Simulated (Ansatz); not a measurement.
Computed with Ansatz on PBE0-D4/def2-TZVP structures; ΔE is electronic, products minus reactants. CBS: MP2 limit from def2 TZ/QZ plus the TZ coupled-cluster correction, frozen cores. This one scheme is used for every species. For Br outer-core shells are correlated without core-valence functions, which leaves a few kJ/mol of doubt a bond. Scalar relativity is left out up to krypton. One conformer a species, not always the lowest.

`N[SiH2]OC[SiH3]` + `BrC1O[SiH2]1` → `[SiH3][Si@H]1O[C@@H]1Br` + `CO[SiH2]N`  (formal exchange of groups at the Si–C bond)

`N[SiH2]OC[SiH3]`:

Z-matrix (Å, degrees):
```
Si
O 1 1.653
N 1 1.699 2 112.6
H 1 1.487 2 108.1 3 -119.9
H 1 1.487 2 108.2 3 119.9
C 2 1.419 1 120.6 3 179.6
H 3 1.007 1 120.9 2 74.7
H 3 1.007 1 121.0 2 -74.2
Si 6 1.888 2 108.7 1 -179.4
H 6 1.100 2 111.2 1 -58.7
H 6 1.100 2 111.1 1 59.8
H 9 1.489 6 109.1 2 -180.0
H 9 1.486 6 110.0 2 60.3
H 9 1.486 6 110.0 2 -60.3
```

`BrC1O[SiH2]1`:

Cartesian coordinates in Å:
```
Br 0.378 1.856 -1.514
C -0.422 0.299 -0.693
O 0.381 -0.881 -0.747
Si 0.227 -0.385 0.848
H -1.421 0.176 -1.098
H 1.417 0.213 1.480
H -0.559 -1.277 1.724
```

`[SiH3][Si@H]1O[C@@H]1Br`:

```xyz
10

Si    1.106    0.288    1.534
Si   -0.498   -0.517    0.046
O    -1.499    0.657   -0.651
C    -0.662    0.106   -1.653
Br   -1.589   -0.919   -3.006
H     0.467    0.632    2.831
H     2.130   -0.766    1.756
H     1.734    1.494    0.940
H    -1.167   -1.801    0.358
H    -0.022    0.826   -2.154
```

`CO[SiH2]N`:

Z-matrix (Å, degrees):
```
C
O 1 1.406
H 1 1.096 2 111.5
H 1 1.097 2 111.6 3 121.4
H 1 1.092 2 108.5 3 -119.3
Si 2 1.645 1 122.7 3 -65.4
N 6 1.706 2 116.5 1 62.3
H 6 1.489 2 109.1 1 -56.3
H 6 1.479 2 103.1 1 -177.3
H 7 1.005 6 122.3 2 -93.4
H 7 1.006 6 123.2 2 68.6
```

```csv
species,SCS-MP2/def2-QZVPP energy (Eh)
`N[SiH2]OC[SiH3]`,-751.42852
`BrC1O[SiH2]1`,-2977.00838
`[SiH3][Si@H]1O[C@@H]1Br`,-3267.26483
`CO[SiH2]N`,-461.17912
```

Problem. Work out ΔE.

Solution. ΔE = (-3267.26483) + (-461.17912) − (-751.42852) − (-2977.00838) = -0.00705 Eh = -4.4 kcal/mol. CCSD(T)/CBS gives -5.9 kcal/mol.

Largest T1 diagnostic among the species: 0.013.

In def2-TZVPP, CCSD(T) changes the Hartree–Fock value by −1.7 kcal/mol (the triples alone add −0.4 kcal/mol) and MP2 by −0.7 kcal/mol. From PBE to PBE0 (25 % exact exchange), in def2-TZVPP and without D4, ΔE moves by +0.7 kcal/mol.
